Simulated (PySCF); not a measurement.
An equivalent PySCF input for S²⁺ (sulfur, charge +2), [Ne] 3s2 3p2, high-spin 3P determinant, with the non-relativistic Hamiltonian (point nucleus):

```python
from pyscf import gto, scf, dft, mp, cc
import basis_set_exchange as bse
mol = gto.M(atom="S 0 0 0", charge=2, spin=2, symmetry="D2h",
            basis=gto.basis.parse(bse.get_basis("aug-cc-pwCVDZ", elements=["S"], fmt="nwchem")))
mf = scf.UHF(mol)
mf.irrep_nelec = {'Ag': (3, 3), 'B1u': (2, 1), 'B2u': (2, 1), 'B3u': (1, 1)}
mf.kernel()
```

It reaches the same state as the run whose output follows, and the same energy. The run itself started from symmetry-adapted Hartree-Fock orbitals and held the occupation by maximum overlap, so the iterations belong to that start.

```
SCF conv_tol = 1e-09
number electrons alpha = 8  beta = 6
cycle= 1 E= -396.324434410007  delta_E= -0.00453  |g|= 0.0264  |ddm|= 0.0796
cycle= 2 E= -396.325015812097  delta_E= -0.000581  |g|= 0.00964  |ddm|= 0.0287
cycle= 3 E= -396.32510559174  delta_E= -8.98e-05  |g|= 0.000303  |ddm|= 0.0169
cycle= 4 E= -396.325105648698  delta_E= -5.7e-08  |g|= 3.94e-05  |ddm|= 0.00108
cycle= 5 E= -396.325105649869  delta_E= -1.17e-09  |g|= 7.48e-06  |ddm|= 0.000239
cycle= 6 E= -396.325105649905  delta_E= -3.6e-11  |g|= 1.32e-06  |ddm|= 5.03e-05
converged SCF energy = -396.325105649905  <S^2> = 2.0105167  2S+1 = 3.007003
```
